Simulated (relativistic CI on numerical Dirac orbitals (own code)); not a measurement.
# Pb XXVIII: sensitivity of the levels to the model

Base calculation: Dirac-Coulomb-Breit CI, separate exchange-only KLI orbitals for each configuration, QED by a radiative potential, unscaled Slater integrals.

Configurations in the expansion (outside the closed core [Ar] 3d10 4d10): 4s²4p⁶4f⁹, 4s²4p⁶4f⁸5s, 4s²4p⁶4f⁷5s², 4s²4p⁵4f¹⁰, 4s²4p⁶4f⁸6s, 4s4p⁶4f¹⁰, 4p⁶4f¹¹. Levels of other configurations are missing.

Variants: (1) configuration mixing switched off. Shifts of the energy above 4s²4p⁶4f⁹ ⁶H°15/2, in cm⁻¹, for the lowest level and the first level of each name with at least 55 % of one term (blank where a level changes its place among those of its configuration and J or its character, or is not in the variant):

| Level | Base | Δ(1) |
| --- | --- | --- |
| 4s²4p⁶4f⁹ ⁶H°15/2 | 0.0 | 0.0 |
| 4s²4p⁶4f⁹ ⁶H°13/2 | 31566.6 | -110.4 |
| 4s²4p⁶4f⁹ ⁴M°21/2 | 74051.5 | +41.3 |
| 4s²4p⁶4f⁹ ⁴M°17/2 | 111804.1 | +138.6 |
| 4s²4p⁶4f⁹ ⁴M°19/2 | 114734.8 | +17.9 |
| 4s²4p⁶4f⁹ ⁴P°1/2 | 120556.2 | +941.5 |

At this charge energies of transitions that change n are usually good to better than 1 %, and those within a shell (Δn = 0) to a few per cent. Terms inside the open d or f shell come out 10 to 20 % too wide with unscaled integrals.

Ionisation energy from the two ground configurations alone: base 927.03 eV. The NIST ASD value (theoretical) is 930 eV.

LS names give the leading component of a level, which can be under half, so a name can repeat, a term be missing and a line seem to break the LS rules.
